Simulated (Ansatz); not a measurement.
Ideal-gas functions of BrCl3Zr, SMILES `[Cl][Zr]([Cl])([Cl])[Br]` at 500 K and 1 bar, from an Ansatz frequency run at PBE0-D4/def2-TZVP.

Molar mass 277.49 g/mol, point group C3v (symmetry number 3), electronic degeneracy 1, moments of inertia 506.03, 756.988, 757.0 u Å². Harmonic wavenumbers (cm⁻¹, unscaled): 83, 83, 99, 103, 103, 294, 402, 431, 431.

Use S(trans) = R[1.5 ln M + 2.5 ln T − 1.1517]; rotational temperatures θ = 24.2544 K / I; S(rot) = R[ln(√π/σ · √(T³/θAθBθC)) + 1.5]; for each mode x = 1.438777 ν̃/T, S = R[x/(eˣ − 1) − ln(1 − e⁻ˣ)] and H = RT x/(eˣ − 1); 1 cm⁻¹ = 0.0119627 kJ/mol; R = 8.31446 J/(mol·K).

**Question.** By hand: the entropy, in J/(mol·K).

**Answer.** Translation 189.8. Rotation: θ = 0.0479, 0.032, 0.032 K, giving 126.9. Vibration, mode by mode: 20.24, 20.24, 18.78, 18.46, 18.46, 9.95, 7.55, 7.04, 7.04, in all 127.8. Electronic 0.0. Sum 444.5 J/(mol·K).

**Question.** By hand: H − E and G − E in kJ/mol, counted from the electronic energy.

**Answer.** Zero-point energy ½ × 2029 × 0.0119627 = 12.1; thermal vibration 27.1; translation, rotation and pV give 4 RT = 16.6. H − E = 55.8 kJ/mol, and G − E = 55.8 − 500 × 444.5/1000 = -166.4 kJ/mol.

Vibration gives 29 % of the entropy, 96.2 J/(mol·K) of it from the modes under 150 cm⁻¹: soft modes count most, and the harmonic formula is weakest for them.
